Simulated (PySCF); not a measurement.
## Excitation energy of Mn²⁺ by level of theory

Mn²⁺ [Ar] 3d5 (6S) → Mn²⁺ [Ar] 3d4 4p1 (high-spin determinant), as a difference of total energies. Computed with PySCF 2.14 in aug-cc-pVTZ-DK, with the spin-free X2C one-electron Hamiltonian (Gaussian nucleus). Correlated levels: valence: [Ar] frozen. The calculations carry no spin-orbit coupling.

| method | excitation energy (eV) |
| --- | --- |
| UHF | 12.997 |
| MP2 (valence) | 13.584 |
| SCS-MP2 (valence) | 13.193 |
| CCSD (valence) | 13.563 |
| CCSD(T) (valence) | 13.570 |

How much does correlation contribute at CCSD(T) (valence)?

13.570 − (12.997) = 0.573 eV, measured against UHF.

The determinant of the upper state mixes LS terms, which raises its energy above the lowest term, most at the Hartree-Fock and MP2 levels.
